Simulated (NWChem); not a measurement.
System: C4H5FO; SMILES O=CC/C=C/F

NWChem input:

```
start job
memory heap 200 mb stack 900 mb global 1100 mb
geometry units angstroms noautosym nocenter noautoz
  O     -0.640751     2.717345    -0.223274
  C     -0.073022     1.836830     0.385289
  C      0.748982     0.728524    -0.264585
  C      0.447332    -0.625896     0.310108
  C     -0.127700    -1.608985    -0.399154
  F     -0.409441    -2.809087     0.129441
  H     -0.114396     1.782026     1.518048
  H      1.818897     0.989371    -0.081022
  H      0.579855     0.776144    -1.359075
  H      0.682359    -0.821637     1.370085
  H     -0.410722    -1.534863    -1.464136
end
basis spherical
  * library 6-31g*
end
dft
  xc b3lyp
  iterations 150
end
cosmo
  dielec 11.7
end
task dft energy
```

Output (shortened):

```
             Northwest Computational Chemistry Package (NWChem) 7.3.0
             --------------------------------------------------------

                             Geometry "geometry" -> ""
                             -------------------------

 Output coordinates in angstroms (scale by  1.889725989 to convert to a.u.)

  No.       Tag          Charge          X              Y              Z
 ---- ---------------- ---------- -------------- -------------- --------------
    1 O                    8.0000    -0.64075100     2.71734500    -0.22327400
    2 C                    6.0000    -0.07302200     1.83683000     0.38528900
    3 C                    6.0000     0.74898200     0.72852400    -0.26458500
    4 C                    6.0000     0.44733200    -0.62589600     0.31010800
    5 C                    6.0000    -0.12770000    -1.60898500    -0.39915400
    6 F                    9.0000    -0.40944100    -2.80908700     0.12944100
    7 H                    1.0000    -0.11439600     1.78202600     1.51804800
    8 H                    1.0000     1.81889700     0.98937100    -0.08102200
    9 H                    1.0000     0.57985500     0.77614400    -1.35907500
   10 H                    1.0000     0.68235900    -0.82163700     1.37008500
   11 H                    1.0000    -0.41072200    -1.53486300    -1.46413600

 Effective nuclear repulsion energy (a.u.)     207.9919579960

                                 NWChem DFT Module
                                 -----------------

 Summary of "ao basis" -> "ao basis" (spherical)
 ------------------------------------------------------------------------------
       Tag                 Description            Shells   Functions and Types
 ---------------- ------------------------------  ------  ---------------------
 O                           6-31g*                  6       14   3s2p1d
 C                           6-31g*                  6       14   3s2p1d
 F                           6-31g*                  6       14   3s2p1d
 H                           6-31g*                  2        2   2s

 in cosmo_initialize ...

 solvent parameters
 solvname_short: unkn
 solvname_long:  unknown
 dielec:       11.7000

          ---------------
          -cosmo- solvent
          ---------------
 Cosmo: York-Karplus, doi: 10.1021/jp992097l
 dielectric constant -eps-     =  11.70
 screen = (eps-1)/(eps    )    =   0.91453
 surface charge correction     = lagrangian

   van der Waals surface
 --------------------------

 ---------- ATOMIC COORDINATES (A.U.) ------------ VDWR(ANG.) --
     1   -1.21084382    5.13503747   -0.42192668     1.720
     2   -0.13799157    3.47110539    0.72809064     2.000
     3    1.41537075    1.37671074   -0.49999315     2.000
     4    0.84533491   -1.18277194    0.58601915     2.000
     5   -0.24131801   -3.04054077   -0.75429169     2.000
     6   -0.77373130   -5.30840471    0.24460802     1.720
     7   -0.21617709    3.36754084    2.86869476     1.300
     8    3.43721693    1.86964009   -0.15310938     1.300
     9    1.09576706    1.46669949   -2.56827935     1.300
    10    1.28947154   -1.55266879    2.58908523     1.300
    11   -0.77615204   -2.90047050   -2.76681585     1.300
 number of segments per atom =         32
 number of   points per atom =         32
 atom (   nspa,  nppa )
 ----------------------
    1 (     19,     0 )       0
    2 (     14,     0 )       0
    3 (     10,     0 )       0
    4 (     14,     0 )       0
    5 (     16,     0 )       0
    6 (     22,     0 )       0
    7 (     16,     0 )       0
    8 (     13,     0 )       0
    9 (     16,     0 )       0
   10 (     14,     0 )       0
   11 (     14,     0 )       0
 number of -cosmo- surface points =      168
 molecular surface =    119.569 angstrom**2
 molecular volume  =    108.702 angstrom**3
 G(cav/disp)       =      1.458 kcal/mol
 -lineq- algorithm             =   0
 -bem- low  level              =   2
 -bem- from -octahedral-
 gaussian surface charge width =   4.50000
 degree of switching           =   1.00000
 switching function tolerance  =   0.00010
 atomic radii =
 --------------
    1  8.000  1.720
    2  6.000  2.000
    3  6.000  2.000
    4  6.000  2.000
    5  6.000  2.000
    6  9.000  1.720
    7  1.000  1.300
    8  1.000  1.300
    9  1.000  1.300
   10  1.000  1.300
   11  1.000  1.300
 ...... end of -cosmo- initialization ......

[...]

                                   COSMO solvation results
                                   -----------------------

                 gas phase energy =      -330.442938947791
                 sol phase energy =      -330.451416310598
 (electrostatic) solvation energy =         0.008477362808 (    5.32 kcal/mol)

                       DFT Final Molecular Orbital Analysis
                       ------------------------------------

 Vector   21  Occ=2.000000D+00  E=-3.605183D-01
              MO Center=  7.2D-02, -5.7D-01, -1.6D-01, r^2= 4.9D+00
   Bfn.  Coefficient  Atom+Function         Bfn.  Coefficient  Atom+Function
  ----- ------------  ---------------      ----- ------------  ---------------
    75      0.305787   6 F  pz               79      0.215684   6 F  pz
    61     -0.210517   5 C  pz               47      0.197848   4 C  pz
    94      0.182803  11 H  s                 3      0.162384   1 O  px
    93      0.157962  11 H  s                 4      0.150601   1 O  py
    73      0.143120   6 F  px               33     -0.142337   3 C  pz

 Vector   22  Occ=2.000000D+00  E=-2.776857D-01
              MO Center= -1.7D-01,  1.0D+00,  4.9D-02, r^2= 4.6D+00
   Bfn.  Coefficient  Atom+Function         Bfn.  Coefficient  Atom+Function
  ----- ------------  ---------------      ----- ------------  ---------------
     5      0.410182   1 O  pz                9      0.293452   1 O  pz
    45     -0.247788   4 C  px               34      0.218494   3 C  s
    86     -0.198057   7 H  s                49     -0.182777   4 C  px
    59     -0.174032   5 C  px                4      0.161723   1 O  py
    85     -0.150975   7 H  s                32      0.140485   3 C  py

 Vector   23  Occ=2.000000D+00  E=-2.433795D-01
              MO Center= -2.8D-03,  7.0D-02,  1.9D-02, r^2= 4.6D+00
   Bfn.  Coefficient  Atom+Function         Bfn.  Coefficient  Atom+Function
  ----- ------------  ---------------      ----- ------------  ---------------
    59      0.282667   5 C  px               45      0.272984   4 C  px
     5      0.269326   1 O  pz                9      0.205647   1 O  pz
    49      0.203668   4 C  px               73     -0.201192   6 F  px
    86     -0.175719   7 H  s                63      0.172097   5 C  px
    34      0.165455   3 C  s                77     -0.161806   6 F  px

 Vector   24  Occ=0.000000D+00  E=-3.055278D-02
              MO Center= -1.2D-01,  1.8D+00,  1.7D-01, r^2= 2.4D+00
   Bfn.  Coefficient  Atom+Function         Bfn.  Coefficient  Atom+Function
  ----- ------------  ---------------      ----- ------------  ---------------
    17      0.422399   2 C  px               21      0.420161   2 C  px
     7     -0.351213   1 O  px                3     -0.337504   1 O  px
    22      0.335032   2 C  py               18      0.274813   2 C  py
     8     -0.242608   1 O  py               88     -0.235085   8 H  s
     4     -0.220879   1 O  py               63     -0.132830   5 C  px

 Vector   25  Occ=0.000000D+00  E= 2.039503D-02
              MO Center=  1.1D-01, -8.7D-01, -2.6D-02, r^2= 2.7D+00
   Bfn.  Coefficient  Atom+Function         Bfn.  Coefficient  Atom+Function
  ----- ------------  ---------------      ----- ------------  ---------------
    63     -0.517859   5 C  px               49      0.505838   4 C  px
    59     -0.414599   5 C  px               45      0.369421   4 C  px
    20      0.263877   2 C  s                50     -0.261704   4 C  py
    64      0.181022   5 C  py               18     -0.162011   2 C  py
    46     -0.162247   4 C  py               77      0.159131   6 F  px

 Vector   26  Occ=0.000000D+00  E= 1.070896D-01
              MO Center=  5.9D-01, -3.3D-01,  5.0D-01, r^2= 4.9D+00
   Bfn.  Coefficient  Atom+Function         Bfn.  Coefficient  Atom+Function
  ----- ------------  ---------------      ----- ------------  ---------------
    92      1.123382  10 H  s                88      0.864235   8 H  s
    48     -0.794772   4 C  s                34     -0.668241   3 C  s
    86      0.632966   7 H  s                94     -0.484816  11 H  s
    51     -0.467197   4 C  pz               35     -0.433620   3 C  px
    64      0.401945   5 C  py               23     -0.372259   2 C  pz

     Multipole analysis of the density
     ---------------------------------

     L   x y z        total         alpha         beta         nuclear
     -   - - -        -----         -----         ----         -------
     0   0 0 0     -0.000000    -23.000000    -23.000000     46.000000

     1   1 0 0      0.776637      0.654233      0.654233     -0.531829
     1   0 1 0     -0.451985      0.122798      0.122798     -0.697581
     1   0 0 1      0.185889      0.515653      0.515653     -0.845416

     2   2 0 0    -25.414050    -37.314515    -37.314515     49.214979
     2   1 1 0      3.083377      0.542123      0.542123      1.999131
     2   1 0 1      0.460531     -1.332076     -1.332076      3.124683
     2   0 2 0    -35.289197   -337.593789   -337.593789    639.898382
     2   0 1 1      2.894037      0.832641      0.832641      1.228755
     2   0 0 2    -22.896693    -32.110906    -32.110906     41.325119
```

Level: B3LYP/6-31G* (spherical d), COSMO on the gas-phase geometry. Structure relaxed at the PBE-D3(BJ)/def2-SVP level. B3LYP is NWChem's, with the RPA form of VWN correlation. COSMO prints the solvation energy as gas minus solution, so a positive value is a stabilisation.
